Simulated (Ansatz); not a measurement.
Molecular dynamics of H$_{11}$NO$_{3}$Si$_{4}$

Input:

```yaml
crystal:
  periodic: [false, false, false]
  atoms:
    - { symbol: Si, position_ang: [-0.229924, -0.08757, 0.463696] }
    - { symbol: "N", position_ang: [-0.183755, -0.152988, 2.244575] }
    - { symbol: H, position_ang: [-0.626552, 0.729214, 2.630174] }
    - { symbol: H, position_ang: [0.817762, -0.097355, 2.585827] }
    - { symbol: O, position_ang: [1.29173, 0.179569, -0.254928] }
    - { symbol: Si, position_ang: [1.856099, -1.112239, -1.246969] }
    - { symbol: H, position_ang: [1.035205, -1.355684, -2.432215] }
    - { symbol: H, position_ang: [3.167828, -0.661955, -1.695728] }
    - { symbol: H, position_ang: [2.036684, -2.374326, -0.530428] }
    - { symbol: O, position_ang: [-1.31627, 1.181867, 0.141818] }
    - { symbol: Si, position_ang: [-1.887328, 1.321493, -1.474036] }
    - { symbol: H, position_ang: [-2.802897, 0.23812, -1.832501] }
    - { symbol: H, position_ang: [-2.611945, 2.583474, -1.527629] }
    - { symbol: H, position_ang: [-0.811343, 1.346659, -2.465122] }
    - { symbol: O, position_ang: [-0.726102, -1.582859, -0.180453] }
    - { symbol: Si, position_ang: [-1.50161, -2.674758, 0.900375] }
    - { symbol: H, position_ang: [-0.585969, -3.245772, 1.886144] }
    - { symbol: H, position_ang: [-2.642469, -2.084462, 1.597718] }
    - { symbol: H, position_ang: [-1.986744, -3.755128, 0.050682] }
basis:
  gaussian: { orbitals: STO-3G }
hamiltonian:
  xc: pbe
md:
  timestep: 0.5
  n_steps: 157
  ensemble: nvt_langevin
  temperature: 300.0
  initial_velocities: maxwell_boltzmann
  seed: 46005
  friction: 0.05
```

Run as:

```bash
$ ansatz run input.yaml --threads 1 --pin off --max-ram 2048MiB --backend cpu --events-out ev --progress --plain --runs-dir out
```

It starts from a relaxed structure.

Output, in part (one step line in 3, the closing report, with atoms numbered from 0):

```
md step     0: t =     0.00 fs  T =   284.2 K  F+E_penalty+E_count = -38827.76111848 eV  E_kin = 0.698004 eV  (25 SCF iters)
md step     3: t =     1.50 fs  T =   278.6 K  F+E_penalty+E_count = -38827.70479707 eV  E_kin = 0.684254 eV  (27 SCF iters)
md step     6: t =     3.00 fs  T =   270.4 K  F+E_penalty+E_count = -38827.61187824 eV  E_kin = 0.664033 eV  (27 SCF iters)
md step     9: t =     4.50 fs  T =   210.8 K  F+E_penalty+E_count = -38827.54429870 eV  E_kin = 0.517749 eV  (27 SCF iters)
md step    12: t =     6.00 fs  T =   197.3 K  F+E_penalty+E_count = -38827.49469012 eV  E_kin = 0.484484 eV  (22 SCF iters)
md step    15: t =     7.50 fs  T =   136.7 K  F+E_penalty+E_count = -38827.42967035 eV  E_kin = 0.335739 eV  (22 SCF iters)
md step    18: t =     9.00 fs  T =   189.8 K  F+E_penalty+E_count = -38827.40457606 eV  E_kin = 0.466064 eV  (23 SCF iters)
md step    21: t =    10.50 fs  T =   215.2 K  F+E_penalty+E_count = -38827.38914190 eV  E_kin = 0.528396 eV  (28 SCF iters)
md step    24: t =    12.00 fs  T =   236.5 K  F+E_penalty+E_count = -38827.35404241 eV  E_kin = 0.580717 eV  (27 SCF iters)
md step    27: t =    13.50 fs  T =   246.0 K  F+E_penalty+E_count = -38827.30121804 eV  E_kin = 0.604049 eV  (28 SCF iters)
md step    30: t =    15.00 fs  T =   269.7 K  F+E_penalty+E_count = -38827.31243395 eV  E_kin = 0.662413 eV  (28 SCF iters)
md step    33: t =    16.50 fs  T =   260.8 K  F+E_penalty+E_count = -38827.32410714 eV  E_kin = 0.640622 eV  (28 SCF iters)
md step    36: t =    18.00 fs  T =   275.1 K  F+E_penalty+E_count = -38827.28321007 eV  E_kin = 0.675598 eV  (28 SCF iters)
md step    39: t =    19.50 fs  T =   223.0 K  F+E_penalty+E_count = -38827.21291099 eV  E_kin = 0.547615 eV  (26 SCF iters)
md step    42: t =    21.00 fs  T =   253.9 K  F+E_penalty+E_count = -38827.18880260 eV  E_kin = 0.623468 eV  (28 SCF iters)
md step    45: t =    22.50 fs  T =   248.3 K  F+E_penalty+E_count = -38827.17084271 eV  E_kin = 0.609738 eV  (28 SCF iters)
md step    48: t =    24.00 fs  T =   224.9 K  F+E_penalty+E_count = -38827.12811508 eV  E_kin = 0.552312 eV  (28 SCF iters)
md step    51: t =    25.50 fs  T =   224.0 K  F+E_penalty+E_count = -38827.11922733 eV  E_kin = 0.550167 eV  (28 SCF iters)
md step    54: t =    27.00 fs  T =   259.3 K  F+E_penalty+E_count = -38827.13116908 eV  E_kin = 0.636942 eV  (28 SCF iters)
md step    57: t =    28.50 fs  T =   253.3 K  F+E_penalty+E_count = -38827.10913969 eV  E_kin = 0.622023 eV  (29 SCF iters)
md step    60: t =    30.00 fs  T =   298.2 K  F+E_penalty+E_count = -38827.13950368 eV  E_kin = 0.732287 eV  (28 SCF iters)
md step    63: t =    31.50 fs  T =   306.7 K  F+E_penalty+E_count = -38827.16241182 eV  E_kin = 0.753154 eV  (29 SCF iters)
md step    66: t =    33.00 fs  T =   280.5 K  F+E_penalty+E_count = -38827.13374650 eV  E_kin = 0.688906 eV  (29 SCF iters)
md step    69: t =    34.50 fs  T =   256.0 K  F+E_penalty+E_count = -38827.08440042 eV  E_kin = 0.628759 eV  (29 SCF iters)
md step    72: t =    36.00 fs  T =   245.2 K  F+E_penalty+E_count = -38827.10438424 eV  E_kin = 0.602083 eV  (29 SCF iters)
md step    75: t =    37.50 fs  T =   229.0 K  F+E_penalty+E_count = -38827.15125726 eV  E_kin = 0.562485 eV  (28 SCF iters)
md step    78: t =    39.00 fs  T =   215.3 K  F+E_penalty+E_count = -38827.14661115 eV  E_kin = 0.528862 eV  (28 SCF iters)
md step    81: t =    40.50 fs  T =   237.2 K  F+E_penalty+E_count = -38827.13862186 eV  E_kin = 0.582458 eV  (27 SCF iters)
md step    84: t =    42.00 fs  T =   266.4 K  F+E_penalty+E_count = -38827.21512690 eV  E_kin = 0.654359 eV  (27 SCF iters)
md step    87: t =    43.50 fs  T =   336.0 K  F+E_penalty+E_count = -38827.29149775 eV  E_kin = 0.825091 eV  (28 SCF iters)
md step    90: t =    45.00 fs  T =   371.3 K  F+E_penalty+E_count = -38827.28373842 eV  E_kin = 0.911996 eV  (27 SCF iters)
md step    93: t =    46.50 fs  T =   312.7 K  F+E_penalty+E_count = -38827.18207552 eV  E_kin = 0.767976 eV  (27 SCF iters)
md step    96: t =    48.00 fs  T =   279.8 K  F+E_penalty+E_count = -38827.08134822 eV  E_kin = 0.687050 eV  (26 SCF iters)
md step    99: t =    49.50 fs  T =   300.7 K  F+E_penalty+E_count = -38827.08540341 eV  E_kin = 0.738400 eV  (28 SCF iters)
md step   102: t =    51.00 fs  T =   293.1 K  F+E_penalty+E_count = -38827.07926698 eV  E_kin = 0.719848 eV  (28 SCF iters)
md step   105: t =    52.50 fs  T =   291.3 K  F+E_penalty+E_count = -38827.02703683 eV  E_kin = 0.715454 eV  (28 SCF iters)
md step   108: t =    54.00 fs  T =   291.9 K  F+E_penalty+E_count = -38827.02568479 eV  E_kin = 0.716866 eV  (28 SCF iters)
md step   111: t =    55.50 fs  T =   296.6 K  F+E_penalty+E_count = -38827.08470538 eV  E_kin = 0.728466 eV  (27 SCF iters)
md step   114: t =    57.00 fs  T =   301.8 K  F+E_penalty+E_count = -38827.10117231 eV  E_kin = 0.741168 eV  (27 SCF iters)
md step   117: t =    58.50 fs  T =   335.7 K  F+E_penalty+E_count = -38827.16851904 eV  E_kin = 0.824480 eV  (28 SCF iters)
md step   120: t =    60.00 fs  T =   348.4 K  F+E_penalty+E_count = -38827.22478192 eV  E_kin = 0.855706 eV  (27 SCF iters)
md step   123: t =    61.50 fs  T =   322.0 K  F+E_penalty+E_count = -38827.20180361 eV  E_kin = 0.790866 eV  (29 SCF iters)
md step   126: t =    63.00 fs  T =   289.3 K  F+E_penalty+E_count = -38827.10568376 eV  E_kin = 0.710443 eV  (29 SCF iters)
md step   129: t =    64.50 fs  T =   227.1 K  F+E_penalty+E_count = -38827.06612520 eV  E_kin = 0.557664 eV  (28 SCF iters)
md step   132: t =    66.00 fs  T =   243.1 K  F+E_penalty+E_count = -38827.14725963 eV  E_kin = 0.597151 eV  (28 SCF iters)
md step   135: t =    67.50 fs  T =   274.4 K  F+E_penalty+E_count = -38827.26504782 eV  E_kin = 0.673862 eV  (28 SCF iters)
md step   138: t =    69.00 fs  T =   291.5 K  F+E_penalty+E_count = -38827.32587625 eV  E_kin = 0.715987 eV  (29 SCF iters)
md step   141: t =    70.50 fs  T =   325.2 K  F+E_penalty+E_count = -38827.32488262 eV  E_kin = 0.798568 eV  (29 SCF iters)
md step   144: t =    72.00 fs  T =   370.7 K  F+E_penalty+E_count = -38827.32049453 eV  E_kin = 0.910474 eV  (27 SCF iters)
md step   147: t =    73.50 fs  T =   369.8 K  F+E_penalty+E_count = -38827.32725867 eV  E_kin = 0.908234 eV  (28 SCF iters)
md step   150: t =    75.00 fs  T =   371.4 K  F+E_penalty+E_count = -38827.27307689 eV  E_kin = 0.912253 eV  (27 SCF iters)
md step   153: t =    76.50 fs  T =   295.4 K  F+E_penalty+E_count = -38827.11900221 eV  E_kin = 0.725524 eV  (26 SCF iters)
md step   156: t =    78.00 fs  T =   268.7 K  F+E_penalty+E_count = -38826.98350590 eV  E_kin = 0.659856 eV  (28 SCF iters)
md step   157: t =    78.50 fs  T =   292.7 K  F+E_penalty+E_count = -38826.96435112 eV  E_kin = 0.718889 eV  (26 SCF iters)
Total energy: -38826.96438348 eV, -1426.8646232311 hartree
Atom 0 at    -0.089412    -0.131437     0.419569 Å, force    -2.936782    -0.396872     1.181192 eV/Å
Atom 1 at    -0.011503    -0.134714     2.250627 Å, force    -1.090559    -0.124004    -0.835881 eV/Å
Atom 2 at    -0.629290     0.696457     2.574220 Å, force     0.616166    -0.535880    -0.384019 eV/Å
Atom 3 at     0.951698     0.162805     2.502873 Å, force     1.065041     0.480051     0.541093 eV/Å
Atom 4 at     1.282556     0.187834    -0.475753 Å, force     0.424940     0.706327    -0.173935 eV/Å
Atom 5 at     2.103309    -1.165760    -1.093733 Å, force     0.612586    -0.978274     2.538573 eV/Å
Atom 6 at     1.219897    -1.953315    -1.876886 Å, force    -0.463990    -0.942292    -0.481614 eV/Å
Atom 7 at     3.151815    -0.748820    -1.912282 Å, force     1.167322     0.826487    -1.082243 eV/Å
Atom 8 at     2.812263    -1.884548     0.070659 Å, force    -0.971033     0.350816    -1.235957 eV/Å
Atom 9 at    -1.270547     1.140100     0.218494 Å, force     1.309849    -0.223921     0.385207 eV/Å
Atom 10 at    -1.902933     1.242350    -1.370385 Å, force    -1.483022     0.021437     1.020649 eV/Å
Atom 11 at    -2.939163     0.201706    -1.316978 Å, force    -0.211894     0.270718    -0.634095 eV/Å
Atom 12 at    -2.548390     2.592990    -1.555919 Å, force     0.686152    -0.942447    -0.070675 eV/Å
Atom 13 at    -0.929325     0.816573    -2.324340 Å, force     0.462567     0.187078    -0.971751 eV/Å
Atom 14 at    -0.762707    -1.649699    -0.143372 Å, force     0.525935     0.489338     0.127282 eV/Å
Atom 15 at    -1.567711    -2.708778     0.970305 Å, force    -0.754526     1.643683     0.051870 eV/Å
Atom 16 at    -0.662968    -3.613859     1.613401 Å, force     0.452863    -0.564486     0.223644 eV/Å
Atom 17 at    -2.280083    -1.932566     1.987267 Å, force     0.151779    -0.141335     0.148424 eV/Å
Atom 18 at    -2.659815    -3.423632     0.309531 Å, force     0.436606    -0.126426    -0.347763 eV/Å
Dipole moment:     0.230712     0.136415    -0.145538 e Å
```

The run went to its last step. A run of 0.079 ps of so small a system gives no equilibrium averages. Limits of this set-up: minimal basis.

The same pairs are bonded in the first frame and the last. Pairs count as bonded within 1.25 times the sum of covalent radii (0.12 Å more for H–H).

Last frame:

```xyz
19
Properties=species:S:1:pos:R:3
Si -0.089 -0.131 0.420
N -0.011 -0.135 2.251
H -0.629 0.697 2.574
H 0.952 0.163 2.503
O 1.283 0.188 -0.476
Si 2.103 -1.166 -1.094
H 1.220 -1.953 -1.877
H 3.152 -0.749 -1.912
H 2.812 -1.885 0.071
O -1.270 1.140 0.218
Si -1.903 1.242 -1.370
H -2.939 0.202 -1.317
H -2.548 2.593 -1.556
H -0.929 0.817 -2.324
O -0.763 -1.650 -0.143
Si -1.568 -2.709 0.970
H -0.663 -3.614 1.613
H -2.280 -1.933 1.987
H -2.660 -3.424 0.309
```

Run time: 19 min on 1 thread of Arm Neoverse V1 (shared host), peak memory 0.13 GiB.
